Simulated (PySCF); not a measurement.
A structure optimised at PBE-D3(BJ)/def2-SVP, used in a PySCF frequency run:

```xyz
8

Si     1.1861    -1.3872     0.0000
Cl    -0.1925    -2.9462     0.0000
Si    -0.0012     0.6299     0.0000
Cl    -1.1946     0.7757     1.6839
Cl    -1.1946     0.7757    -1.6839
Cl     1.3661     2.1910     0.0000
H      2.0385    -1.4662     1.2326
H      2.0385    -1.4662    -1.2326
```
Charge 0, spin multiplicity 1.

Task: Write its SMILES, formula and point group.

Result: Cl[SiH2][Si](Cl)(Cl)Cl, Cl4H2Si2, Cs

Task: What are its rotational constants (standard atomic weights)?

Result: 1.2024, 0.63629, 0.62675 GHz
